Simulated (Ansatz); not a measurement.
Ansatz results at the PBE0-D4/def2-TZVP geometry: size of the dipole moment (ωB97M-V/def2-TZVPP) 1.94 D; HOMO–LUMO gap (PBE/def2-TZVPP) 6.58 eV; HOMO–LUMO gap (B3LYP/def2-TZVPP) 8.55 eV.

Each molecule was computed in one conformer, which needn't be the lowest.

Question: Which molecule gave them?
A. `FC(F)(F)O[SiH3]`
B. `[SiH3][SiH]1SCS1`
C. `OC(F)[SiH](F)F`
D. `NC(O)(F)F`

Answer: C. The others give `NC(O)(F)F`: 1.94, 6.93, 8.76; `[SiH3][SiH]1SCS1`: 0.20, 3.72, 5.35; `FC(F)(F)O[SiH3]`: 2.12, 7.10, 9.10.

B3LYP here is the variant with VWN-RPA as its local correlation; programs differ in this.
